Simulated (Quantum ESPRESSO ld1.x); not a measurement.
Q: These are the eigenvalues of the occupied orbitals of an atom or ion with whole-number occupations (eV). Method: scalar-relativistic Kohn-Sham, LDA (Slater exchange, VWN5 correlation), spin-polarised, spherical densities, point nucleus; computed with ld1.x of Quantum ESPRESSO 7.5.

| orbital | eigenvalue |
|---|---|
| 1s up | -91027.3 |
| 1s down | -91026.6 |
| 2s up | -16688.4 |
| 2s down | -16687.9 |
| 2p up | -14337.2 |
| 2p down | -14336.6 |
| 3s up | -4327.20 |
| 3s down | -4326.73 |
| 3p up | -3655.55 |
| 3p down | -3655.04 |
| 3d up | -2981.78 |
| 3d down | -2981.29 |
| 4s up | -1290.78 |
| 4s down | -1289.96 |
| 4p up | -1069.78 |
| 4p down | -1068.86 |
| 4d up | -817.616 |
| 4d down | -816.539 |
| 4f up | -539.246 |
| 4f down | -537.953 |
| 5s up | -519.947 |
| 5s down | -514.972 |
| 5p up | -447.938 |

Which element is it, and in what charge state? The configuration may be excited. Open shells, if any, are filled with parallel spins first.

A: Z = 83, bismuth, charge +18: Bi18+ in [Kr] 4d10 4f14 5s2 5p3. The list shows which subshells hold electrons but not how many an open one holds; the 1s level, -3345.2 hartree, gives Z - s = 81.8 by -(Z - s)^2/2, which with screening and relativity narrows Z to a few neighbours, and the depths of the outer levels then fix element, charge and occupations together.
